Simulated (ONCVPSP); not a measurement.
**Reading a pseudo-wave (Li)**

Columns: radius, all-electron u(r) and pseudo u(r) of the 2s shell (level -5.32 eV) of lithium in the configuration [He] 2s0.5; LDA (Perdew-Zunger), scalar-relativistic, ONCV scheme, ONCVPSP 4.0.1.

| r (bohr) | all-electron | pseudo |
| --- | --- | --- |
| 0.113 | -0.1478 | 0.0132 |
| 0.225 | -0.2065 | 0.0270 |
| 0.338 | -0.2121 | 0.0423 |
| 0.450 | -0.1858 | 0.0596 |
| 0.563 | -0.1406 | 0.0794 |
| 0.675 | -0.0857 | 0.1018 |
| 0.788 | -0.0255 | 0.1272 |
| 0.900 | 0.0353 | 0.1551 |
| 1.013 | 0.0955 | 0.1856 |
| 1.125 | 0.1526 | 0.2177 |
| 1.238 | 0.2066 | 0.2514 |
| 1.350 | 0.2561 | 0.2853 |
| 1.463 | 0.3017 | 0.3195 |
| 1.575 | 0.3425 | 0.3526 |
| 1.688 | 0.3794 | 0.3844 |
| 1.800 | 0.4118 | 0.4140 |
| 1.913 | 0.4405 | 0.4412 |
| 2.025 | 0.4650 | 0.4651 |
| 2.138 | 0.4860 | 0.4860 |
| 2.250 | 0.5034 | 0.5034 |
| 2.363 | 0.5176 | 0.5176 |
| 2.475 | 0.5287 | 0.5287 |
| 2.588 | 0.5370 | 0.5370 |
| 2.700 | 0.5425 | 0.5425 |
| 2.813 | 0.5456 | 0.5456 |
| 2.925 | 0.5465 | 0.5465 |

(1) How many radial nodes do the two functions have?

(2) At about which radius was the pseudo-wave matched?

(3) Is the pseudo-wave norm-conserving?

Results:

(1) The all-electron 2s function has n − l − 1 = 1; the pseudo-wave has 0, since the states of the same l below it are removed with the core.

(2) 2.25 bohr. The columns agree to 0.0005 from 2.02 bohr on; several derivatives are matched, so the curves merge somewhat inside the radius.

(3) Yes: the ONCV scheme keeps the norm inside the radius equal to the all-electron one, which fixes the energy derivative of the logarithmic derivative at the level.
